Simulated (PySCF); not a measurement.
Input of a run (PBE0-D3(BJ)/def2-SVP geometry optimisation, gas phase (PySCF 2.14.0)), started from a GFN2-xTB structure with every atom displaced at random (by about 0.01 Å):
```
{"job": {"xc": "PBE0", "basis": "def2-SVP", "d3": "d3bj", "grid": 1, "shake": 0.01, "kind": "geom"}, "charge": 0, "multiplicity": 1}
C     -1.817870     0.799280     0.747400
C     -1.467090    -0.358940     0.271670
Si     0.008610    -0.643350    -0.850190
F      0.160590    -2.257880    -0.950080
Si     2.022650     0.155640    -0.022830
H     -2.706260     0.956070     1.375540
H     -1.287520     1.725910     0.507980
H     -2.029940    -1.220650     0.542010
H     -0.324490    -0.282840    -2.200180
H      2.529970    -0.612280     1.136150
H      1.862030     1.544360     0.454830
H      3.089020     0.166400    -1.021330
```

Output (energies in Eh, forces in Eh/bohr):
```
step   0  E = -758.51590773  max force = 0.045651
step   1  E = -758.52281304  max force = 0.005111
step   2  E = -758.52308855  max force = 0.001230
step   3  E = -758.52315534  max force = 0.001700
step   4  E = -758.52321002  max force = 0.000927
step   5  E = -758.52341086  max force = 0.002310
step   6  E = -758.52368884  max force = 0.003725
step   7  E = -758.52419902  max force = 0.003592
step   8  E = -758.52444699  max force = 0.001546
step   9  E = -758.52457454  max force = 0.001344
step  10  E = -758.52461914  max force = 0.001022
step  11  E = -758.52463934  max force = 0.000447
step  12  E = -758.52465283  max force = 0.000161
optimisation converged
```

Task: Summarise the run.

Result: The energy falls by 23.0 kJ/mol over 13 energy and gradient evaluations, the largest force component goes from 0.0457 to 1.6e-04 Eh/bohr, and the atoms move by 0.645 Å rms after alignment. The bond that changes most is Si3–H9 (fluorine-bound silicon to Si–H hydrogen), which lengthens by 0.058 Å. Bonds longer at the end by more than 0.005 Å: 8 of 11; shorter: 1. Among the angles that change most is Si5–Si3–H9, from 116.8° to 111.3°. Among the dihedrals that turn most is H8–C2–Si3–Si5, from -125° to -179°. The energy never rose by more than 1e-6 Eh on the way. The first step brought 79 % of the lowering.

Task: What are the final bond lengths?

Result: C1=C2 1.339 Å, C2–Si3 1.862 Å, Si3–F4 1.636 Å, Si3–Si5 2.347 Å, C1–H6 1.096 Å, C1–H7 1.097 Å, C2–H8 1.099 Å, Si3–H9 1.495 Å, Si5–H10 1.495 Å, Si5–H11 1.497 Å, Si5–H12 1.494 Å. Numbering counts from 1 in the input's order; the species is `C=C[Si@H](F)[SiH3]`.

The run used 113 basis functions and 92 SCF cycles in all. Hardware: Arm Neoverse V1, one thread, shared host with 32 logical CPUs at a one-minute load of 28. Cost: 64 s of wall time, 0.46 GiB resident at most.

Not checked by PBE0-D3(BJ)/def2-SVP frequencies. The numbers are those of one conformer.
